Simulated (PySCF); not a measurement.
Estimate the missing entries of this data sheet.

Compound: C7H10O.
InChI=1S/C7H10O/c8-7(5-1-2-5)6-3-4-6/h5-6H,1-4H2

Conformer (atom-mapped SMILES and torsion angles): `[O:1]=[C:2]([CH:3]1[CH2:4][CH2:5]1)[CH:6]1[CH2:7][CH2:8]1`: O1–C2–C3–C4 31°, O1–C2–C6–C7 -35°.

```csv
property,level,value
"rotational constants A, B, C",PBE0-D3(BJ)/def2-SVP,"5.637, 1.188, 1.156 GHz"
dipole moment,B3LYP/def2-SVPD,2.77 D
HOMO energy,B3LYP/def2-SVPD,-7.03 eV
LUMO energy,B3LYP/def2-SVPD,?
lowest singlet excitation,TDDFT B3LYP/def2-SVPD,?
strongest line among the 10 lowest singlet transitions,TDDFT B3LYP/def2-SVPD,"S4 at 6.76 eV (183 nm, f = 0.343)"
lowest triplet excitation (Tamm–Dancoff),TDA B3LYP/def2-SVPD,4.09 eV
static isotropic polarisability,B3LYP/def2-SVPD,83.4 au
vertical ionisation energy,ΔSCF B3LYP/def2-SVPD,?
electronic spatial extent ⟨r²⟩ about the centre of nuclear charge,B3LYP/def2-SVPD,1109 bohr²
13C chemical shifts (computed TMS as zero) by class,GIAO B97-2/pcSseg-1,"212.0 (1 C), 22.4 (2 C), 14.5 (4 C) ppm"
1H chemical shifts (computed TMS as zero) by class,GIAO B97-2/pcSseg-1,?
"isotropic shieldings of nuclei other than C and H, by class",GIAO B97-2/pcSseg-1,-192 (1 O) ppm
largest of the computed one-bond spin–spin couplings (means over like bonds),"B3LYP/pcJ-1, spin–dipole term left out",?
```

Electronic properties: PySCF, gas phase, density fitting. The structure is a single PBE0-D3(BJ)/def2-SVP conformer in the gas phase; no vibrational or solvent corrections.

(1) Give the lowest singlet excitation.

(2) The vertical ionisation energy?

(3) Give the 1H chemical shifts (computed TMS as zero) by class.

(4) Give the largest of the computed one-bond spin–spin couplings (means over like bonds).

(5) Give the LUMO energy.

Answers

(1) 4.55 eV (273 nm, f = 0.000).

(2) 9.22 eV.

(3) 1.77 (2 H), 1.09 (4 H), 0.82 (4 H) ppm.

(4) 13C–1H +176.1 (×4), 13C–1H +170.6 (×2), 13C–1H +170.5 (×4), 13C–13C +56.8 (×2), 17O–13C +32.4, 13C–13C +17.7 (×2), 13C–13C +12.1 (×4) Hz.

(5) -0.78 eV.

The principal polarisabilities are 72.1, 73.3 and 104.8 au; their mean is the isotropic value. The ΔSCF ionisation energy exceeds −ε(HOMO) by 2.19 eV with B3LYP. In atomic units the dipole is 1.09 e·bohr (1 au = 2.5417 D).

For the TDDFT job (B3LYP/def2-SVPD), the run took 3.2 min wall on one thread of an Arm Neoverse V2, on a shared host.
